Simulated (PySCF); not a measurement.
2-phenylmalononitrile: gas-phase deprotonation enthalpies at several levels

Structure: `N#CC(C#N)c1ccccc1` (C9H6N2). Non-hydrogen atoms are numbered in `[N:1]#[C:2][CH:3]([C:4]#[N:5])[c:6]1[cH:7][cH:8][cH:9][cH:10][cH:11]1`. These are map numbers, not IUPAC locants.

All levels share the PBE0-D3(BJ)/ma-def2-SVP structures and the GFN2-xTB thermal terms; only the single-point energies (PySCF) change. Values are gas-phase deprotonation enthalpies (298 K, kJ/mol).

Measured (NIST Chemistry WebBook): deprotonation enthalpy (ΔH) 1341 kJ/mol.

```tsv
level	C3	time
PBE0-D3(BJ)/def2-SV(P) (grid 4)	1328	89 s
ωB97X-D3(BJ)/ma-def2-SVP	1336	–
ωB97M-D3(BJ)/cc-pVDZ (grid 3)	1356	2.2 min
```

Times are wall times for all single points of a level on 1 thread of Arm Neoverse V2, a shared host; the dash marks the run that also made the structures.

The spread: 28 kJ/mol, from 1328 to 1356.

Note: ma-def2-SVP is a small basis, whose errors can reach tens of kJ/mol; C7, C8, C9 are not listed: the run failed or kept an imaginary mode, or the ion rearranged or equalled another.

Bases without diffuse functions serve anions poorly.
